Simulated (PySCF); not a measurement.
# Dipole response of Sc (scandium, neutral)

[Ar] 3d1 4s2, 2D determinant. Computed with PySCF 2.14 in aug-cc-pwCVTZ-DK with one added diffuse shell each of s, p, d, f, g type (11s10p8d5f4g, 152 functions), with the spin-free X2C one-electron Hamiltonian (Gaussian nucleus). Coupled (time-dependent) response in atomic units; α is the mean over directions.

```
method  mean α (bohr³)         α xx, yy, zz  C₆ (like pair)  S(−4)
 B3LYP           119.7  117.4, 117.4, 124.3            1477   7103
```

S(−4) is the Cauchy moment in α(ω) = α(0) + S(−4) ω² + …

Reference α: 97 ± 10 bohr³ (recommended; Schwerdtfeger and Nagle, table of static dipole polarizabilities (2023 update)). Published C₆: 1383 (Chu and Dalgarno (2004); Tang, Norbeck and Certain (1976)).

α(iu) at B3LYP:

```
u (hartree)  α(iu) (bohr³)
          0          119.7
     0.0500          104.4
      0.100          76.25
      0.200          38.43
      0.300          22.31
      0.500          10.75
      0.750          6.115
       1.00          4.144
       1.50          2.379
       2.00          1.570
       3.00         0.8375
       5.00         0.3597
```

The components differ because the open shell of this determinant is not spherical; for a pure term their mean is the scalar polarisability.
